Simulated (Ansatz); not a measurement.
The cluster Ga₄P₄⁺. Total charge 1; doublet. Geometry PBE0-D4/def2-SVP, that of the neutral singlet; atoms count from 1.

```xyz
8

Ga    1.855   -1.795    0.717
Ga   -1.196    2.028    1.278
Ga    0.083    2.275   -1.412
Ga   -0.741   -2.508   -0.582
P     1.286    0.662    0.672
P     0.745   -0.159   -1.401
P    -0.596   -0.418    1.419
P    -1.435   -0.085   -0.690
```

Another isomer (singlet) lies 0.13 eV lower at PBE0-D4/def2-TZVP; other spin states weren't run for this one.

Estimate the Mulliken populations from the PBE0/def2-SVP orbitals of Ansatz.


```
atom  charge (e)  spin (α − β)
 Ga1        0.42          0.06
 Ga2        0.42          0.06
 Ga3        0.42          0.06
 Ga4        0.42          0.06
  P5       -0.17          0.19
  P6       -0.17          0.19
  P7       -0.17          0.19
  P8       -0.17          0.19
```
Mulliken values and Mayer orders depend strongly on the basis.

Where does the spin sit?

Summed by element: Ga 0.25, P 0.75, of 1 unpaired in all. Largest on single atoms: P5 0.19, P6 0.19, P8 0.19.

And the Mayer bond orders between bonded heavy atoms (over 0.3)?

Ga1–P5 0.41 (2.52 Å); Ga2–P7 0.41 (2.52 Å); Ga3–P6 0.41 (2.52 Å); Ga4–P8 0.41 (2.52 Å); P5–P6 0.95 (2.29 Å); P5–P7 0.95 (2.29 Å); P6–P8 0.95 (2.29 Å); P7–P8 0.95 (2.29 Å).
